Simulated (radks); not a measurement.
Valence configurations of In IV (all share [Kr]). Calculated with a radial shooting solver on a logarithmic mesh with Libxc functionals: Dirac Kohn-Sham, LDA (Slater exchange, Perdew-Wang correlation), spin-unpolarised, spherical densities, point nucleus; open shells are shared between the two j in proportion to 2j + 1. Order these by energy: 4d10; 4d8.5 5p1.5; 4d9.5 5p0.5; 4d8 5p2; 4d8 5s1 5p1; 4d9 5p1; 4d9 5s1; 4d9.5 5s0.5; 4d8 5s2.

Answer. From the lowest, in eV above it: 4d10 0.000; 4d9.5 5s0.5 7.679; 4d9.5 5p0.5 12.042; 4d9 5s1 16.024; 4d9 5p1 24.970; 4d8 5s2 34.870; 4d8.5 5p1.5 38.858; 4d8 5s1 5p1 44.260; 4d8 5p2 53.743. NIST lists [Kr] 4d10 as the ground configuration; this level of theory agrees among the configurations tried. The energies are those of spherical spin-averaged densities, not of single terms.
